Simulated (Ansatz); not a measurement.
`OC[SiH2][TeH]`, relaxed with RKS PBE0-D4/def2-TZVP in Ansatz from a PBE-D4/def2-SVP geometry. The force threshold is 0.005 eV/Å; the program also tests the step.

Charge 0, multiplicity 1. Te: def2 effective core potential.

Start:

```xyz
10

O    -0.451   -1.365    1.279
C    -0.063   -1.110   -0.058
Si   -0.266    0.719   -0.605
Te    0.923    2.346    0.907
H    -1.375   -1.070    1.384
H     1.009   -1.392   -0.148
H    -0.603   -1.749   -0.806
H    -1.717    1.105   -0.454
H     0.136    0.881   -2.050
H     2.406    1.634    0.550
```

| step | energy (eV) | largest force (eV/Å) | largest move (Å) |
| --- | --- | --- | --- |
| 1 | -18348.0628 | 0.688 | 0.000 |
| 2 | -18348.0945 | 0.357 | 0.057 |
| 3 | -18348.1042 | 0.135 | 0.033 |
| 4 | -18348.1058 | 0.034 | 0.020 |
| 5 | -18348.1059 | 0.037 | 0.020 |
| 6 | -18348.1060 | 0.009 | 0.007 |
| 7 | -18348.1061 | 0.009 | 0.012 |
| 8 | -18348.1063 | 0.008 | 0.040 |
| 9 | -18348.1064 | 0.011 | 0.029 |
| 10 | -18348.1064 | 0.033 | 0.043 |
| 11 (rejected) | -18348.1064 | 0.048 | 0.051 |
| 12 | -18348.1066 | 0.010 | 0.016 |
| 13 | -18348.1067 | 0.013 | 0.012 |
| 14 | -18348.1067 | 0.014 | 0.016 |
| 15 | -18348.1067 | 0.012 | 0.007 |
| 16 | -18348.1067 | 0.006 | 0.006 |
| 17 | -18348.1067 | 0.002 | 0.006 |

End:

```xyz
10

O    -0.548   -1.399    1.247
C    -0.061   -1.104   -0.048
Si   -0.255    0.711   -0.554
Te    0.971    2.307    0.913
H    -1.467   -1.125    1.302
H     1.000   -1.368   -0.050
H    -0.537   -1.732   -0.818
H    -1.685    1.097   -0.393
H     0.145    0.872   -1.978
H     2.435    1.741    0.379
```

Run time 56 s (4 threads of an Arm Neoverse V1 on a shared host); peak host memory 0.47 GiB.
